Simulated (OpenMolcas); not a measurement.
Ar3+: Slater's ratio, worked from levels

- Program: OpenMolcas
- Basis: ANO-RCC-VDZP [4s3p1d]
- Scalar Hamiltonian: DKH2, point nucleus
- Active space: 5 electrons in 4 orbitals (3s 3p)
- State averaging: 2S+1 = 4 odd, 1 root; 2S+1 = 2 odd, 8 roots; 2S+1 = 4 even, 3 roots; 2S+1 = 2 even, 9 roots
- Spin-orbit coupling: RASSI with atomic mean-field integrals over the reference wave functions, term energies averaged over their components

Methods: CASSCF; SS-CASPT2, IPEA 0.25 Eh, imaginary shift 0.1 Eh (closed shells correlated: 2s 2p). Measured levels: Saloman, J. Phys. Chem. Ref. Data 39, 033101 (2010).

**Slater's ratio.** With one set of orbitals, p3 has ²D° - ⁴S° = 9 F2 and ²P° - ²D° = 6 F2 (F2 = F²/25), a ratio of 2/3. Term energies are centres of gravity, weighted by 2J + 1.

```tsv
Source	²D° - ⁴S°	²P° - ⁴S°	F2 from the first	Ratio
CASSCF	25950	36270	2883	0.398
SS-CASPT2	24076	37145	2675	0.543
measured	21168	34973	2352	0.652
```

Energies in cm-1. A ratio away from 2/3 shows effects beyond one configuration with one set of orbitals, and in heavier atoms second-order spin-orbit shifts. In CASSCF the valence s occupation is 1.95 in ²P° against 2.00 in ²D°: mixing out of s² acts most on ²P° and pulls it down.

Term energies are means over components that CASPT2 splits; among the terms shown or strongly mixed into the levels shown the widest spread is 210 cm-1 (3s² 3p³ ²D°, SS-CASPT2). Over all roots computed the reference weight is 0.90 to 0.97 in SS-CASPT2; the roots of lowest weight are the least certain, and an intruder state may touch them. The basis is small and was not contracted for so high a charge. Computed and measured levels are paired by configuration, term and J; levels that our copy of the source lacks, or whose pairing is in doubt (as where it misses far off the trend of its configuration), stay unpaired and out of the deviations. Only configurations of the active space appear.

° marks odd parity.
